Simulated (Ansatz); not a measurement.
A structure relaxed at PBE-D4/def2-SVP in Ansatz, charge 0, singlet:

```
atom    x (Å)    y (Å)    z (Å)
  B1   0.0002   0.0000   0.0000
  I2   0.7282  -0.9803   1.7487
  I3  -0.2307  -1.0925  -1.8173
  I4  -0.4977   2.0728   0.0685
```

(1) Give its formula, name or SMILES and point group.

(2) Summarise the bond lengths by kind (pairs closer than 1.2 times the sum of covalent radii, bridged metal pairs left out).

## Answers

(1) BI3. Point group D3h (tolerance 0.1 Å).

(2) 3 × B–I 2.13 Å.

In the def2 sets I takes a core potential; there is no spin–orbit coupling.
